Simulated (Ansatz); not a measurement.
Li8F8 (started as a model of: 1x4x4 LiF rock-salt block), 16 atoms. Hardware: 4 threads of Intel Xeon Platinum 8259CL on a shared host.

Correlated methods freeze 8 core orbitals; core or outer-core shells of Li are correlated, in sets that lack core-valence functions.

Question: How many basis functions does each of these Ansatz runs have, and roughly what does it cost? r2SCANh-D4/def2-TZVP, charge 0 singlet, energy and forces, from earlier orbitals; PBE0-D4/def2-SVP, charge 0 singlet, energy, from earlier orbitals; PBE0-D4/def2-TZVP, charge 1 doublet at the geometry of the charge 0 singlet, energy; MP2/def2-SVP, charge 0 singlet, energy, from earlier orbitals; LC-ωPBE (ω = 0.15 bohr⁻¹)/def2-SVP, charge 1 doublet at the geometry of the charge 0 singlet, energy, from earlier orbitals; r2SCANh-D4/def2-TZVPD, charge 0 singlet, energy, from earlier orbitals; LC-ωPBE (ω = 0.10 bohr⁻¹)/def2-SVP, charge 1 doublet at the geometry of the charge 0 singlet, energy, from earlier orbitals; LC-ωPBE (ω = 0.10 bohr⁻¹)/def2-SVP, charge -1 doublet at the geometry of the charge 0 singlet, energy, from earlier orbitals; r2SCANh-D4/def2-TZVPD, charge -1 doublet at the geometry of the charge 0 singlet, energy, from earlier orbitals; PBE-D4/def2-SVP, charge 0 singlet, energy, from earlier orbitals; PBE0-D4/def2-TZVPD, charge -1 doublet at the geometry of the charge 0 singlet, energy; r2SCANh-D4/def2-TZVP, charge 1 doublet at the geometry of the charge 0 singlet, energy, from earlier orbitals.

Answer: Other jobs shared the machine, so times can vary by a factor of up to 3. A dash marks memory too small to be measured apart from the calling script's.

| run | functions | fitting or Cholesky vectors | wall time | peak host memory (GiB) |
| --- | --- | --- | --- | --- |
| PBE-D4/def2-SVP, charge 0 singlet, energy, from earlier orbitals | 184 | 2272 | 3 s | – |
| MP2/def2-SVP, charge 0 singlet, energy, from earlier orbitals | 184 | 2040 | 3.5 s | – |
| PBE0-D4/def2-SVP, charge 0 singlet, energy, from earlier orbitals | 184 | 2040 | 4.4 s | – |
| LC-ωPBE (ω = 0.10 bohr⁻¹)/def2-SVP, charge -1 doublet at the geometry of the charge 0 singlet, energy, from earlier orbitals | 184 | 2272 | 12 s | – |
| r2SCANh-D4/def2-TZVP, charge 0 singlet, energy and forces, from earlier orbitals | 360 | 2280 | 19 s | 1.8 |
| r2SCANh-D4/def2-TZVPD, charge 0 singlet, energy, from earlier orbitals | 456 | 2896 | 26 s | 2.6 |
| LC-ωPBE (ω = 0.15 bohr⁻¹)/def2-SVP, charge 1 doublet at the geometry of the charge 0 singlet, energy, from earlier orbitals | 184 | 2272 | 36 s | 0.91 |
| LC-ωPBE (ω = 0.10 bohr⁻¹)/def2-SVP, charge 1 doublet at the geometry of the charge 0 singlet, energy, from earlier orbitals | 184 | 2272 | 48 s | 0.95 |
| r2SCANh-D4/def2-TZVPD, charge -1 doublet at the geometry of the charge 0 singlet, energy, from earlier orbitals | 456 | 2896 | 84 s | 3.4 |
| PBE0-D4/def2-TZVPD, charge -1 doublet at the geometry of the charge 0 singlet, energy | 456 | 2896 | 2.1 min | 3.3 |
| PBE0-D4/def2-TZVP, charge 1 doublet at the geometry of the charge 0 singlet, energy | 360 | 2280 | 2.1 min | 3 |
| r2SCANh-D4/def2-TZVP, charge 1 doublet at the geometry of the charge 0 singlet, energy, from earlier orbitals | 360 | 2280 | 2.2 min | 3.2 |
